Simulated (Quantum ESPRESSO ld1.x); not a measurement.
Au LXV, 15 electrons, occupied as [Ne] 3s2 3p3. Method: Dirac Kohn-Sham, PBE, spin-unpolarised, spherical densities, point nucleus; open shells fill j = l - 1/2 first; computed with ld1.x of Quantum ESPRESSO 7.5. Some entries of the table are withheld. Estimate them.

orbital  occ.  eigenvalue (hartree)  <r> (bohr)
1s1/2       2                   (1)     0.01685
2s1/2       2              -711.283     0.06967
2p1/2       2                   (2)     0.05731
2p3/2       4                   (3)     0.06557
3s1/2       2                   (4)         (5)
3p1/2       2                   (6)      0.1591
3p3/2       1                   (7)      0.1715

Answer. 
(1) 1s1/2 eigenvalue (hartree): -3160.64
(2) 2p1/2 eigenvalue (hartree): -692.087
(3) 2p3/2 eigenvalue (hartree): -623.066
(4) 3s1/2 eigenvalue (hartree): -285.267
(5) 3s1/2 <r> (bohr): 0.1698
(6) 3p1/2 eigenvalue (hartree): -278.198
(7) 3p3/2 eigenvalue (hartree): -259.850
